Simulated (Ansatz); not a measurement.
System: CoF2, net charge -1, triplet state. The spin state was set by rule; other spins were not relaxed. 
Coordinates optimised at B3LYP-D3(BJ)/def2-TZVP (Ansatz, a quantum-chemistry and plane-wave program):
SMILES: [F][Co-][F]
```xyz
3

Co     0.0000     0.0000     0.0000
F      0.0000     0.0000    -1.8032
F      0.0000     0.0000     1.8032
```
Charge -1, spin multiplicity 3.

Basis-set convergence of Hartree-Fock and CCSD correlation energies (hartree) with Ansatz. Cores are frozen in the correlated levels unless marked. Open shells are spin-unrestricted. Spin-orbit coupling is left out. The frozen core is the preceding noble-gas configuration, with the filled d and f shells of earlier blocks. No relativistic terms. This anion needs diffuse functions, which these sets lack.

The UHF reference is spin-contaminated (<S^2> 0.80 over the pure value in the largest basis). The T1 diagnostic of CCSD in the largest basis is 0.073, which is high, so the coupled-cluster rows are less sure than usual.

```csv
basis,functions,E(HF),"E(corr, CCSD)"
def2-SVP,59,-1580.00065,-0.57066
def2-TZVPP,126,…,…
```

**Question.** Complete the blanks.

**Answer.** 
- def2-TZVPP, E(HF): -1580.46581
- def2-TZVPP, E(corr, CCSD): -0.81085
